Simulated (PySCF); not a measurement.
H3AlO3 (SMILES [OH][Al]([OH])[OH]), singlet, geometry from GFN2-xTB (such geometries of metal compounds can be far from the true shape).

The PySCF input:
```python
from pyscf import gto, scf, dft

mol = gto.M(
    atom='''
Al   -0.00000000   -0.00000000   -0.00000000
O    -1.08597176   -1.25217867    0.07815260
H    -1.93325027   -1.43797965   -0.30182312
O    -0.33424217    1.33110871   -0.93264447
H     0.10698534    2.14443421   -1.13414960
O     1.42021393   -0.07893003    0.85449188
H     1.82626493   -0.70645456    1.43597272
''',
    basis='6-31g',
    verbose=3,
)

mf = dft.UKS(mol)
mf.xc = 'lda,vwn'
mf.kernel()
```

Give the HOMO-LUMO gap at the level SVWN5/6-31G run with PySCF.

5.76 eV

Give the HOMO energy at the level SVWN5/6-31G.

-6.89 eV

Estimate the Mulliken (on the basis functions themselves) charges in atom order that SVWN5/6-31G returns for this input.

Al1 1.27, O2 -0.84, H3 0.41, O4 -0.84, H5 0.41, O6 -0.84, H7 0.41

Predict the nuclear repulsion energy from SVWN5/6-31G.

164.3790 Eh

What total energy does SVWN5/6-31G give?

-467.2655 Eh
